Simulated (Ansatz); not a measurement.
Species: 1-methylsulfonylethyne, C$_{3}$H$_{4}$O$_{2}$S, charge 0, multiplicity 1. 
Geometry from a B3LYP-D3(BJ)/def2-TZVP (Ansatz, a first-principles code) optimisation:
```
S
O 1 1.4361
O 1 1.4361 2 120.81
C 1 1.7279 2 107.58 3 -123.91
C 4 1.1997 3 147.20 1 178.21
H 5 1.0638 3 157.31 1 177.36
C 1 1.7777 2 108.77 3 126.74
H 7 1.0875 1 109.02 2 52.20
H 7 1.0875 8 111.75 1 -120.56
H 7 1.0899 8 110.60 9 -123.68
```
Charge 0, spin multiplicity 1.

Atomisation energy built up term by term with Ansatz (kcal/mol; UHF references for open shells; valence terms freeze the core; atomic spin-orbit terms are left out). CBS(X,Y): correlation extrapolated as X^-3; Hartree-Fock from the larger set.

```tsv
term	basis	kcal/mol
Hartree-Fock	aug-cc-pV(Q+d)Z	…
CCSD correlation	CBS(aug-cc-pV(T+d)Z,aug-cc-pV(Q+d)Z)	300.98
(T)	CBS(aug-cc-pV(T+d)Z,aug-cc-pV(Q+d)Z)	…
core correlation	cc-pwCVTZ	4.57
scalar relativity (X2C)	cc-pVTZ-DK against cc-pVTZ	-2.18
sum: De		…
```

Complete the blanks.


- Hartree-Fock, kcal/mol: 619.79
- (T), kcal/mol: 27.58
- sum: De, kcal/mol: 950.7
